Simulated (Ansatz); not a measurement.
1-ethyl-3-methylimidazolium hexafluoroantimonate (C6H11F6N2Sb) was relaxed with PBE-D4 (def2-SVP) in Ansatz in these states: charge -1 doublet, neutral singlet. The geometries follow in no particular order.

In the def2 sets Sb takes a core potential; there is no spin–orbit coupling.

A:

Cartesian coordinates in Å:
```
C -0.1327 3.1865 -0.6234
C 0.7222 2.1141 0.0427
N -0.0806 1.1292 0.7753
C -0.2978 1.0674 2.1455
C -0.9784 -0.1012 2.3898
N -1.1802 -0.7170 1.1654
C -1.5406 -2.1143 0.9333
C -0.5864 0.0204 0.2063
H 0.5224 3.9191 -1.1369
H -0.7719 3.7374 0.0992
H -0.7802 2.7270 -1.3967
H 1.2691 1.5201 -0.7352
H 1.4371 2.5494 0.7699
H 0.0495 1.8529 2.8226
H -1.3241 -0.5453 3.3277
H -0.6779 -2.7392 1.2365
H -1.6396 -2.2415 -0.1674
H -2.4630 -2.3695 1.4903
H -0.5886 -0.2684 -0.8672
F 1.4005 -2.2000 -3.8480
Sb 1.3731 -1.8811 -1.8456
F 1.2136 -3.8505 -1.3905
F -0.8196 -1.7343 -1.8610
F 3.3908 -1.8567 -1.7340
F 1.2584 -1.4710 0.2570
F 1.2249 0.2666 -2.0557
```

B:

```
atom   x (Å)   y (Å)   z (Å)
  C1  -0.606   0.759  -3.237
  C2  -0.575   1.313  -1.816
  N3  -1.052   0.340  -0.820
  C4  -2.357   0.155  -0.394
  C5  -2.330  -0.833   0.561
  N6  -1.011  -1.237   0.687
  C7  -0.474  -2.151   1.694
  C8  -0.256  -0.514  -0.156
  H9  -0.238   1.530  -3.942
 H10  -1.630   0.471  -3.548
 H11   0.052  -0.128  -3.334
 H12   0.447   1.596  -1.496
 H13  -1.217   2.211  -1.715
 H14  -3.189   0.743  -0.793
 H15  -3.131  -1.267   1.167
 H16  -0.611  -1.700   2.695
 H17   0.611  -2.257   1.516
 H18  -0.989  -3.128   1.629
 H19   0.838  -0.583  -0.232
 F20   4.410   0.732   1.079
Sb21   2.580   0.702   1.691
 F22   3.057  -0.088   3.387
 F23   2.354  -1.117   0.912
 F24   2.665   2.510   2.360
 F25   0.678   0.592   2.183
 F26   1.977   1.350  -0.078
```

Problem. Judge from the bond lengths which geometry belongs to which state (an estimate).

Solution. A is the charge -1 doublet (Sb21–F23 2.198 Å, Sb21–F26 2.163 Å, Sb21–F25 2.145 Å); B is the neutral singlet (Sb21–F23 1.992 Å, Sb21–F26 1.978 Å, Sb21–F25 1.968 Å).

At PBE-D4/def2-SVP the highest occupied level of the relaxed charge -1 doublet lies above zero (up to 0.85 eV). By energy differences its removal costs 0.85 eV (each at its own geometry, to the charge 0 singlet, at PBE-D4/def2-SVP); self-interaction error and the lack of diffuse functions both raise the level.
